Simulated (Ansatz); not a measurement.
Input file for Ansatz (an electronic-structure program): R-revPBE/def2-TZVPPD on Cl2 (SMILES ClCl) with ghost functions. Files ending in .json are basis or fitting sets from the Basis Set Exchange.

Ansatz 0.2 input:
```yaml
crystal:
  periodic: [false, false, false]
  atoms:
    - {symbol: Cl, position_ang: [-0.18102931, 0.56213318, 4.72737942]}
    - {symbol: Cl, position_ang: [0.08507737, 0.03233040, 2.79400853]}
basis:
  gaussian:
    orbitals: def2-TZVPPD.json
    ghost_atoms:
      - {symbol: Cl, position_ang: [0.42443721, -0.56667185, -0.33204560]}
      - {symbol: H, position_ang: [0.01093015, 0.62973644, -0.54126735]}
hamiltonian:
  xc: {name: revPBE}
scf: {lower_state_search: off}
```

Question: Predict the final total energy.

Answer: -920.2308 hartree.
